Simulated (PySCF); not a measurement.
# Excited states of Sr (strontium, neutral)

Ground state [Kr] 5s2, ¹S. All numbers are calculated (PySCF 2.14, scalar relativity by spin-free X2C-1e, in aug-cc-pwCVTZ-X2C with one added diffuse shell each of s, p, d, f type (11s10p8d4f, 109 functions)). Vertical excitation energies in eV without spin-orbit coupling; excited terms of each kind are numbered among those the solver found. Frozen: [Ar].

```csv
term,leading excitation,EOM-EE-CCSD,measured centre of gravity (NIST)
1 3P°,5s → p,1.801,1.823 (5s5p)
1 3D,5s → d,2.346,2.263 (5s4d)
1 1D,5s → d,2.639,2.498 (5s4d)
1 1P°,5s → p,2.797,2.690 (5s5p)
1 3S,5s → s,3.598,3.600 (5s6s)
1 1S,5s → s,3.831,3.793 (5s6s)
2 3P°,5s → p,4.241,n/a
2 1P°,5s → p,4.301,n/a
2 3D,5s → d,4.381,n/a
2 1D,5s → d,4.381,n/a
2 3S,5s → s,4.667,n/a
2 1S,5s → s,4.731,n/a
1 1F°,5s → f,5.440,n/a
1 3F°,5s → f,5.757,n/a
```

Only the lower part of the computed list is shown. Doubly excited terms such as np² are absent. The solver can miss terms. Rydberg members are limited by the diffuse functions of the basis.
